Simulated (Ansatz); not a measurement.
ClH₇N₂Si₂ (`N[SiH](Cl)N[SiH3]`). Charge 0, multiplicity 1. The structure was optimised at the PBE0-D4/def2-TZVP level. It is one conformer, not always the lowest.

```xyz
12

N    -1.441    0.278   -1.815
Si    0.079   -0.013   -1.117
Cl    0.635   -2.002   -0.943
N     0.084    0.554    0.492
Si    0.783   -0.146    1.917
H    -2.285   -0.044   -1.368
H    -1.537    0.296   -2.818
H     1.074    0.589   -2.032
H    -0.341    1.461    0.623
H     0.047   -1.351    2.378
H     2.205   -0.518    1.707
H     0.699    0.896    2.975
```

Problem. What is the dipole moment at PBE/def2-TZVPP? (Estimate.)

Solution. The calculation gave: 2.60 D, with components (-1.92, 1.58, -0.76) D in this frame, pointing from negative to positive charge.

Problem. And with r2SCAN, B3LYP, ωB97M-V? (An estimate is asked.)

Solution. Computed: r2SCAN 2.64 D, B3LYP 2.57 D, ωB97M-V 2.59 D.

Problem. Give the Mulliken charges with PBE, B3LYP, ωB97M-V in def2-TZVPP. (An estimate is asked.)

Solution. The calculation gave: 
| atom | PBE | B3LYP | ωB97M-V |
| --- | --- | --- | --- |
| N1 | -0.38 | -0.39 | -0.36 |
| Si2 | 0.47 | 0.59 | 0.53 |
| Cl3 | -0.25 | -0.28 | -0.24 |
| N4 | -0.29 | -0.36 | -0.36 |
| Si5 | 0.25 | 0.33 | 0.22 |
| H6 | 0.16 | 0.14 | 0.12 |
| H7 | 0.15 | 0.14 | 0.12 |
| H8 | -0.08 | -0.09 | -0.04 |
| H9 | 0.14 | 0.13 | 0.11 |
| H10 | -0.06 | -0.07 | -0.03 |
| H11 | -0.05 | -0.06 | -0.02 |
| H12 | -0.06 | -0.08 | -0.04 |

B3LYP here is the variant with VWN-RPA as its local correlation; programs differ in this.
